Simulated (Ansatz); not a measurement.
`C#COC(=O)OC` + H₂O → `COC(=O)O` + `C#CO` at 400 K and 1 bar (formal hydrolysis of a C–O bond).

Program: Ansatz. Geometries: PBE0-D4/def2-TZVP. ΔE: electronic, gas phase. CCSD(T)/CBS adds triple-zeta CCSD(T) − MP2 to the extrapolated MP2 energy (def2 sets, frozen cores). This one scheme is used for every species. One conformer a species, not always the lowest.

| species | CCSD(T)/CBS energy (Eh) | H − E (kJ/mol) | S (J/(mol·K)) |
| --- | --- | --- | --- |
| `C#COC(=O)OC` | -380.03802 | 234.3 | 387.8 |
| H₂O | -76.37941 | 69.8 | 198.6 |
| `COC(=O)O` | -304.04228 | 203.9 | 330.2 |
| `C#CO` | -152.38380 | 102.4 | 264.4 |

H − E and S are ideal-gas, rigid-rotor, harmonic terms from PBE0-D4/def2-TZVP, for one conformer and one mirror image of each species. 1 Eh = 2625.50 kJ/mol, R = 8.31446 J/(mol·K).

Task: By hand: ΔE, ΔH, ΔS and ΔG.

Result: ΔE = (-304.04228) + (-152.38380) − (-380.03802) − (-76.37941) = -0.00865 Eh = -22.7 kJ/mol. Δ(H − E) = 203.9 + 102.4 − 234.3 − 69.8 = 2.2, so ΔH = -20.5 kJ/mol. ΔS = 330.2 + 264.4 − 387.8 − 198.6 = 8.2 J/(mol·K). ΔG = -20.5 − 400 × (8.2)/1000 = -23.8 kJ/mol.

Task: By hand: the equilibrium constant, and the temperature at which ΔG would vanish if ΔH and ΔS stayed fixed.

Result: log₁₀ K = −ΔG/(RT ln 10) = 3.1. ΔH and −TΔS have one sign here, so there is no such temperature.

The number of gas molecules stays the same, so ΔS is small and ΔH decides. A doubt of 5 kJ/mol in ΔE shifts log₁₀ K by 0.7 here. Other conformers and mirror images would add mixing entropy, several J/(mol·K) or more a flexible species. These are equilibria of isolated gas molecules and say nothing of rates. Largest T1 diagnostic: 0.014 (customary marks: 0.02 for closed shells, 0.045 for open ones).

ΔS is within the doubt of such terms, so its sign, and with it that verdict, could turn.
